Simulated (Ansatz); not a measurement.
Relaxation of a periodic cell of 33 atoms, LiAl₃₂ (host Al, host structure fcc, interstitial Li), to a largest force component of 0.03 eV/Å in at most 60 steps.

The calculation used DFT PBE-D3(BJ), scalar-relativistic, plane waves, PAW in Ansatz. Settings: cutoff 420 eV, k mesh 2x2x2, gaussian smearing 0.15 eV, no spin polarisation.

```xyz
33
Lattice="8.1000 0.0000 0.0000 0.0000 8.1000 0.0000 0.0000 0.0000 8.1000" Properties=species:S:1:pos:R:3
Al 4.050 0.000 0.000
Al 6.075 2.025 0.000
Al 6.075 0.000 2.025
Al 0.000 0.000 0.000
Al 2.025 2.025 0.000
Al 4.050 4.050 0.000
Al 6.075 6.075 0.000
Al 2.025 0.000 2.025
Al 4.050 2.025 2.025
Al 6.075 4.050 2.025
Al 4.050 0.000 4.050
Al 6.075 2.025 4.050
Al 6.075 0.000 6.075
Al 0.000 4.050 0.000
Al 2.025 6.075 0.000
Al 0.000 2.025 2.025
Al 2.025 4.050 2.025
Al 4.050 6.075 2.025
Al 0.000 0.000 4.050
Al 2.025 2.025 4.050
Al 4.050 4.050 4.050
Al 6.075 6.075 4.050
Al 2.025 0.000 6.075
Al 4.050 2.025 6.075
Al 6.075 4.050 6.075
Al 0.000 6.075 2.025
Al 0.000 4.050 4.050
Al 2.025 6.075 4.050
Al 0.000 2.025 6.075
Al 2.025 4.050 6.075
Al 4.050 6.075 6.075
Al 0.000 6.075 6.075
Li 2.060 0.069 0.011
```

Q: Where does it end, and by what steps?

A: The forces met the threshold. Limits of this set-up: coarse k mesh. After 5 steps the energy has fallen by 2.245 eV; Al5 moved furthest, 0.39 Å.

```tsv
step	energy less start (eV)	largest force component (eV/Å)	accepted
0	0.0000	3.289	yes
1	-1.2961	1.899	yes
2	-2.1167	0.275	yes
3	-2.1240	0.212	yes
4	-2.2416	0.036	yes
5	-2.2446	0.008	yes
```

```xyz
33
Lattice="8.1000 0.0000 0.0000 0.0000 8.1000 0.0000 0.0000 0.0000 8.1000" Properties=species:S:1:pos:R:3
Al 4.427 -0.006 -0.001
Al 6.079 2.132 0.000
Al 6.079 -0.001 2.132
Al -0.355 -0.006 -0.001
Al 2.022 2.413 -0.001
Al 4.157 4.058 0.000
Al 6.079 5.969 0.000
Al 2.022 -0.006 2.394
Al 4.041 2.017 2.016
Al 6.075 4.049 2.061
Al 4.157 -0.001 4.051
Al 6.075 2.060 4.050
Al 6.079 0.000 5.969
Al -0.106 4.058 0.000
Al 2.022 5.730 -0.001
Al 0.007 2.021 2.019
Al 2.025 4.058 2.132
Al 4.048 6.080 2.022
Al -0.106 0.000 4.051
Al 2.025 2.132 4.051
Al 4.086 4.049 4.050
Al 6.075 6.037 4.050
Al 2.022 -0.006 5.712
Al 4.042 2.018 6.084
Al 6.075 4.049 6.038
Al 0.001 6.077 2.025
Al -0.037 4.049 4.050
Al 2.025 5.969 4.051
Al 0.006 2.022 6.081
Al 2.025 4.058 5.968
Al 4.049 6.079 6.077
Al 0.000 6.076 6.074
Li 2.040 0.029 0.005
```

Run time: 67 s on 2 threads of Arm Neoverse V1, with other jobs on the host, peak memory 1 GiB.
